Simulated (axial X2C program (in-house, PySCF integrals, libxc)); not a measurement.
**Potential curves of ZrCl, 2c**

Computed with an axial X2C code built on PySCF integrals. Two-component (2c) means X2C with spin–orbit coupling and atomic mean-field two-electron Coulomb and Gaunt terms. Basis: Zr dyall-cv3z [11s12p9d6f3g], Cl dyall-av3z [9s8p3d2f] (cores contracted in-house); Gaussian nuclei, density fitting, unrestricted open shells. Masses: Zr 89.905 u, Cl 34.969 u.

State: Ω = 3/2 (⟨Sz⟩ = 1.50, ⟨Lz⟩ = 0.00 at PBE0). Energies in cm⁻¹ from the lowest point of each curve. Fits are polynomials in 1 − R0/R over 0.85 to 1.23 times the lowest point R0.

```
 R (Å)  PBE0     HF   MP2  B97-3
2.0332  7497  11773  7668   8254
2.1267  3037   5814  3137   3537
2.1968  1161   2986  1218   1483
2.2669   225   1226   247    378
2.3370     0    293     0      0
2.4188   405      0   391    238
2.5006  1325    339  1309   1010
2.6058  3007   1422  3006   2522
2.7343  5502   3368  5543   4845
2.9213  9467   6803  9605   8494
```

Correlated methods: 19 electrons correlated (number of frozen shells: Zr 3 s, 2 p, 1 d; Cl 2 s, 1 p), 307 virtual spin orbitals or spinors in MP2.

The state is a single determinant with fixed occupations, the lowest that a limited PBE0 search found. Density functionals use the spin component along the axis (collinear). PBE0 can misorder states that lie within some tenths of an eV, so this need not be the ground state of the molecule. The nearest other 2c determinant of the search, Ω = 3/2, lies 0.12 eV up at the distance of the search. With several unpaired electrons one determinant need not be a pure state. This is the top spin component of a Σ state; components of lower Ω are not single determinants and can lie lower. MP2 and coupled cluster on one determinant become unreliable at the stretched end.

Problem. What are Re and ωe at the PBE0 level?

Solution. At PBE0, 2c: Re = 2.328 Å, ωe ≈ 388 cm⁻¹; Be follows as 0.124 cm⁻¹.

Problem. What are Re and ωe at the HF level?

Solution. At HF, 2c: Re = 2.411 Å, ωe ≈ 360 cm⁻¹; Be follows as 0.115 cm⁻¹.

Problem. What are Re and ωe at the MP2 level?

Solution. At MP2, 2c: Re = 2.330 Å, ωe ≈ 390 cm⁻¹; Be follows as 0.123 cm⁻¹.

Problem. What are Re and ωe at the B97-3 level?

Solution. At B97-3, 2c: Re = 2.347 Å, ωe ≈ 377 cm⁻¹; Be follows as 0.122 cm⁻¹.
